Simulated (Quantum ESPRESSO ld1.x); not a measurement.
Task: Bi16+, configuration [Kr] 4d10 4f14 5s2 5p5. Method: scalar-relativistic Kohn-Sham, LDA (Slater exchange, VWN5 correlation), spin-polarised, spherical densities, point nucleus; open shells are filled with parallel spins first; computed with ld1.x of Quantum ESPRESSO 7.5. Some entries of the table are withheld. Estimate them.

| orbital | occ. | eigenvalue (Ry) | <r> (bohr) |
|---|---|---|---|
| 1s up | 1 | -6685.24 | 0.01579 |
| 1s down | 1 | -6685.22 | 0.01579 |
| 2s up | 1 | -1221.61 | 0.06649 |
| 2s down | 1 | -1221.60 | 0.06649 |
| 2p up | 3 | -1048.78 | 0.06055 |
| 2p down | 3 | -1048.77 | 0.06055 |
| 3s up | 1 | -313.250 | 0.1716 |
| 3s down | 1 | -313.239 | 0.1716 |
| 3p up | 3 | -263.884 | 0.1737 |
| 3p down | 3 | -263.872 | 0.1737 |
| 3d up | 5 | -214.351 | 0.1574 |
| 3d down | 5 | -214.340 | 0.1574 |
| 4s up | 1 | -90.2180 | 0.3763 |
| 4s down | 1 | -90.1993 | 0.3763 |
| 4p up | 3 | -73.9923 | 0.4014 |
| 4p down | 3 | -73.9716 | 0.4013 |
| 4d up | 5 | -55.4759 | (1) |
| 4d down | 5 | -55.4518 | (2) |
| 4f up | 7 | -35.0396 | 0.4310 |
| 4f down | 7 | -35.0108 | 0.4305 |
| 5s up | 1 | (3) | 0.7846 |
| 5s down | 1 | (4) | 0.7842 |
| 5p up | 3 | -28.9212 | 0.8600 |
| 5p down | 2 | -28.8151 | 0.8600 |

Result: 
(1) 4d up <r> (bohr): 0.4198
(2) 4d down <r> (bohr): 0.4196
(3) 5s up eigenvalue (Ry): -34.0616
(4) 5s down eigenvalue (Ry): -33.9600
